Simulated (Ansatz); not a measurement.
Start from `N=C[SiH2]N` and change one atom or group to get `C=C[SiH2]C=N`.

Ansatz, PBE0-D4/def2-TZVP geometries, multiplicity 1. Each molecule was computed in one conformer, which needn't be the lowest.

| property | `N=C[SiH2]N` |
| --- | --- |
| HOMO–LUMO gap (PBE0/def2-TZVPP) / eV | 6.34 |
| HOMO energy (B3LYP/def2-TZVPP) / eV | -6.89 |
| LUMO energy (PBE0/def2-TZVPP) / eV | -0.74 |
| size of the dipole moment (ωB97M-V/def2-TZVPP) / D | 1.10 |
| HOMO–LUMO gap (ωB97M-V/def2-TZVPP) / eV | 10.92 |
| size of the dipole moment (PBE/def2-TZVPP) / D | 0.98 |

Task: What does the change do to each property? (Estimate.)

Result: The calculation gave: 
```csv
property,`C=C[SiH2]C=N`,shift
HOMO–LUMO gap (PBE0/def2-TZVPP) / eV,6.47,0.13
HOMO energy (B3LYP/def2-TZVPP) / eV,-7.09,-0.20
LUMO energy (PBE0/def2-TZVPP) / eV,-0.83,-0.09
size of the dipole moment (ωB97M-V/def2-TZVPP) / D,1.02,-0.08
HOMO–LUMO gap (ωB97M-V/def2-TZVPP) / eV,11.02,0.10
size of the dipole moment (PBE/def2-TZVPP) / D,0.93,-0.05
```

With PBE0 the HOMO falls by 0.21 eV and the LUMO falls by 0.09 eV, so the gap widens by about 0.12 eV. PBE moves the HOMO by -0.20 eV and ωB97M-V by -0.21 eV. Dipoles are sizes alone; their direction can turn.

B3LYP here is the variant with VWN-RPA as its local correlation; programs differ in this.
